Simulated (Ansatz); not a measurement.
## One elementary step

Start structure (GeHBrCl2, closed shell), relaxed at PBE0-D4/def2-TZVP:

```xyz
5
angstrom
Ge 1.2312 -0.0619 -0.7522
Cl 1.2748 -0.0012 1.4635
Cl 0.4201 -2.0791 -1.0299
H -1.3365 0.9167 0.8438
Br -1.5895 1.2255 -0.5253
```

The step: GeCl₂ + HBr → GeBrCl + HCl; bonds formed: Ge1–Br5, Cl2–H4; bonds broken: Ge1–Cl2, H4–Br5. Ansatz 0.2.0; basis: def2-TZVPP and def2-QZVPP; cores frozen in the correlated methods. Filled d shells of the heavier atoms are correlated. The def2 sets are not built for correlating such inner shells, so the correlated values are less sure here. Extrapolation: Hartree–Fock as exp(−7.88 √X), correlation as X^−2.97. Energies below are by CCSD(T) at an estimated basis limit (MP2 extrapolated from triple and quadruple zeta, plus CCSD(T) − MP2 in triple zeta).

Question: What are the electronic barrier and the energy of the step, from the start structure to the end structure? (To be estimated.)

Answer: Computed: Barrier 0.318 eV; step energy -0.079 eV (downhill); reverse barrier, their difference, 0.396 eV. Barrier and step energy count from the start structure, the reverse barrier from the end structure.

The saddle point: One imaginary mode of 285i cm⁻¹.
```
   pair  start (Å)  saddle (Å)  end (Å)
Ge1–Br5       3.11        2.68     2.39
 Cl2–H4       2.84        1.64     1.29
Ge1–Cl2       2.22        2.42     2.96
 H4–Br5       1.43        1.63     2.70
```

Zero-point energy (harmonic, PBE0-D4): ZPE is 0.257 eV at the start and 0.210 eV at the saddle, so the barrier goes from 0.318 to 0.270 eV.

No T1 diagnostic of these runs exceeds 0.011.

For scale, one of the runs: CCSD(T)/def2-TZVPP, 194 basis functions (an equivalent command: `ansatz run in.yaml --threads 4`). The run took 74 s on 4 CPU threads (shared host), with 2.2 GiB of host memory at its peak.
